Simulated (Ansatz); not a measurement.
Job for Ansatz (a quantum-chemistry and plane-wave program): FCI/cc-pVDZ on H4 rectangle, a point of a bond scan (R = 3.000 Å).

Ansatz 0.2 input:
```yaml
crystal:
  periodic: [false, false, false]
  atoms:
    - {symbol: H, position_ang: [0.00000000, 0.00000000, 0.00000000]}
    - {symbol: H, position_ang: [0.00000000, 0.00000000, 1.00000000]}
    - {symbol: H, position_ang: [3.00000000, 0.00000000, 0.00000000]}
    - {symbol: H, position_ang: [3.00000000, 0.00000000, 1.00000000]}
basis:
  gaussian:
    orbitals: cc-pVDZ
magnetization: {spin_polarized: false}
correlation: {method: fci, electrons: outside_noble_gas}
```

Task: Give the final energy of this run.

Result: -2.2795 hartree.
